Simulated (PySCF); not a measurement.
B(CCH)(Cl)(Me) (C₃H₄BCl), SMILES B(C#C)(C)Cl. Atoms are numbered in the order given.

```xyz
9

B      0.2485    -0.1533     0.1991
C     -1.0336    -0.9147    -0.1174
C     -2.0495    -1.5433    -0.3549
H     -2.9499    -2.0914    -0.5692
Cl     0.3853     1.4921    -0.4209
C      1.4197    -0.7966     1.0038
H      2.1728    -0.0729     1.3424
H      1.9197    -1.5251     0.3387
H      1.0455    -1.3812     1.8587
```
Charge 0, spin multiplicity 1.

Coordinates come from a PBE0-D3(BJ)/def2-SVP optimisation. The structure was generated by enumeration, and PubChem lists no compound with its InChIKey, so it may never have been made.

The numbers are results of PBE/pcSseg-1 (PySCF), not measurements.

GIAO shieldings, no solvent; atoms alike by connectivity are averaged. δ = σ(ref) − σ: ¹¹B against BF3 (σ = 83.9 ppm); ¹³C against TMS (σ = 182.0 ppm); ¹H against TMS (σ = 31.49 ppm); ³⁵Cl against HCl (σ = 936.5 ppm), references at their B3LYP-D3(BJ)/def2-TZVP geometries, non-relativistic (without spin–orbit terms, shifts of atoms bonded to Cl or Br come out too high).

| atoms | nucleus | count | δ (ppm) |
|---|---|---|---|
| B1 | ¹¹B | 1 | ___ |
| C3 | ¹³C | 1 | 115.3 |
| C2 | ¹³C | 1 | ___ |
| C6 | ¹³C | 1 | 20.3 |
| H4 | ¹H | 1 | 4.07 |
| H7, H8, H9 | ¹H | 3 | ___ |
| Cl5 | ³⁵Cl | 1 | 352.4 |

Question: What belongs in the gaps? (Estimate from the structure and the level; the computed values follow.)

Answer: 
- H7, H8, H9, δ (ppm): 1.47
- B1, δ (ppm): 47.7
- C2, δ (ppm): 97.5
